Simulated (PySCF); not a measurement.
A structure optimised at PBE0-D3(BJ)/def2-SVP, used in a PySCF frequency run:

```xyz
8

Al     0.0791    -0.0141     0.3761
Cl     0.1156    -0.8310     2.2958
Cl     0.9307     1.8714     0.0377
S     -0.8362    -1.1234    -1.2268
C     -0.6163    -0.0181    -2.6701
H     -0.1112     0.9192    -2.4034
H     -1.6077     0.2091    -3.0832
H     -0.0210    -0.5488    -3.4245
```

Q: Write its SMILES and formula.

A: C[S][Al]([Cl])[Cl], CH₃AlCl₂S

Q: What are its rotational constants (standard atomic weights)?

A: 2.1460, 1.3732, 0.84188 GHz
